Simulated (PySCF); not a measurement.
A run for PySCF: R-MP2/6-31G* on BH3O (SMILES BO), a point of a torsion scan.

```python
from pyscf import gto, scf, dft, mp
from pyscf.data.elements import chemcore

mol = gto.M(
    atom='''
    B    -0.42870912   -0.01597293   -0.07253471
    O     0.84667251   -0.33135720    0.15481487
    H    -1.28707601   -0.83051688   -0.10817890
    H    -0.72571059    1.10222894    0.15216214
    H     1.32043572   -0.93510419   -0.41099468
    ''',
    basis='6-31g*',
    cart=True,
    charge=0, spin=0, verbose=3, max_memory=1800)
mf = scf.RHF(mol)
mf.conv_tol = 1e-8
mf.max_cycle = 100
mf.kernel()
if not mf.converged:
    mf = mf.newton().run(mf.mo_coeff, mf.mo_occ)
pt = mp.MP2(mf, frozen=chemcore(mol)).run()
```

**Question.** Predict the final total energy.

**Answer.** -101.5580 hartree.
